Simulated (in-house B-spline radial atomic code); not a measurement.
Settings and results of a run for Lu+ (an excited or competing configuration). Computed with a B-spline radial code for spherical atoms: Dirac-Hartree-Fock, average of the jj configuration, Fermi nucleus of rms radius 5.37 fm.

In the input, a minus or plus after the letter marks the j = l - 1/2 or j = l + 1/2 subshell.

Command:
```bash
python run_scf.py task.json out
```
Settings (nuclear radius in fm, mass in u):
```
Z                71
configuration    1s2 2s2 2p6 3s2 3p6 3d10 4s2 4p6 4d10 4f14 5s2 5p-2 5p+3 6s2 9s1
hamiltonian      dirac
method           hf
spin_polarised   False
nucleus          fermi
rms_radius       5.37
atomic_mass      174.94078
speed_of_light   137.035999084
```

Output (hartree, bohr):
```
 radial grid: 90 intervals, B-splines of order 8, outer radius 102 bohr

 iter        energy (Eh)    residual
    1      -14569.912357    6.11e-01
    2      -14570.325113    1.39e-01
    3      -14570.729395    3.95e-02
    4      -14570.753491    6.93e-03
    5      -14570.753377    8.75e-03
    6      -14570.754847    6.77e-04
    7      -14570.754857    1.16e-04
    8      -14570.754858    2.56e-05
    9      -14570.754858    1.52e-06
   10      -14570.754858    2.21e-07

 total energy                    -14570.75486
 kinetic                           16233.8371
 electron-nucleus                 -36188.7085
 electron-electron                  5384.1166

 first-order corrections (not in the total)
   Gaunt                            16.6231
   retardation                      -1.7573
   frequency dependence             -0.2693
   self-energy                      11.9597
   Uehling                          -2.1446
   Wichmann-Kroll                    0.0800
   recoil                            0.0286

 orbital      occ     eigenvalue          <r>       <r^2>       <1/r>       r_max    small
 1s1/2      2.000     -2342.0897     0.019319 0.000512085     82.1807     0.01213  7.11e-02
 2s1/2      2.000      -404.1341    0.0811806  0.00785152     19.8988     0.06944  1.60e-02
 2p1/2      2.000      -384.8785    0.0674844  0.00565498     19.8248     0.05199  1.60e-02
 2p3/2      4.000      -343.7139    0.0750558  0.00685911     16.9491     0.05848  1.46e-02
 3s1/2      2.000       -94.3144     0.211591   0.0513267     7.31237      0.1956  5.25e-03
 3p1/2      2.000       -85.8242     0.201791   0.0474377     7.21414      0.1838  5.17e-03
 3p3/2      4.000       -76.8934     0.215803   0.0540574     6.47889      0.1971  4.77e-03
 3d3/2      4.000       -62.6871      0.18986   0.0423719     6.35005      0.1553  4.63e-03
 3d5/2      6.000       -60.7573     0.194202   0.0442014     6.17305       0.159  4.52e-03
 4s1/2      2.000       -20.4936     0.478625    0.258699     3.03278      0.4468  1.67e-03
 4p1/2      2.000       -16.9952     0.486712    0.269748     2.91904      0.4485  1.58e-03
 4p3/2      4.000       -14.9411     0.518054    0.305499     2.67455      0.4763  1.44e-03
 4d3/2      4.000        -9.1845     0.542823     0.34223     2.44855      0.4773  1.24e-03
 4d5/2      6.000        -8.8004     0.554068    0.356335     2.38675      0.4866  1.20e-03
 4f5/2      6.000        -1.6595     0.685539    0.598971     1.87528      0.4702  7.92e-04
 4f7/2      8.000        -1.5935     0.696513    0.619391     1.84799       0.476  7.74e-04
 5s1/2      2.000        -3.4401      1.17248     1.54314     1.13164        1.05  3.34e-04
 5p1/2      2.000        -2.3728      1.30035     1.91328     1.00938       1.137  2.72e-04
 5p3/2      3.000        -2.1021      1.39652     2.20678    0.928259       1.218  2.38e-04
 6s1/2      2.000        -0.7191      3.04432     10.3318    0.412038       2.731  5.23e-05
 9s1/2      1.000        -0.0780      19.3855     417.845   0.0681092       20.52  3.09e-06
```

Time taken, with all properties: 3.7 s on 1 thread of Intel(R) Xeon(R) 6975P-C, on a shared host.

For the Dirac Hamiltonian the kinetic term is c α·p + (β - 1)c².
